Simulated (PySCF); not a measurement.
**CaCl at UHF-MP2**

Computed with UHF-MP2; Ca pcseg-2, Cl pcseg-2; no relativity (PySCF 2.14).

```
state                          : ²Σ⁺ (doublet), unpaired electrons σ ↑
bond length                    : 2.465 Å
harmonic wavenumber            : 366 cm⁻¹
force constant                 : 1.48 mdyn/Å
rotational constant Be         : 0.1487 cm⁻¹
anharmonicity ωexe             : 1.36 cm⁻¹
vibration–rotation constant αe : 0.000767 cm⁻¹
well depth De to Ca + Cl       : 4.02 eV
dissociation energy D0         : 4.00 eV
```

Correlated steps freeze 10 core orbitals. The state was picked by a PBE0 search and need not be the measured ground state.
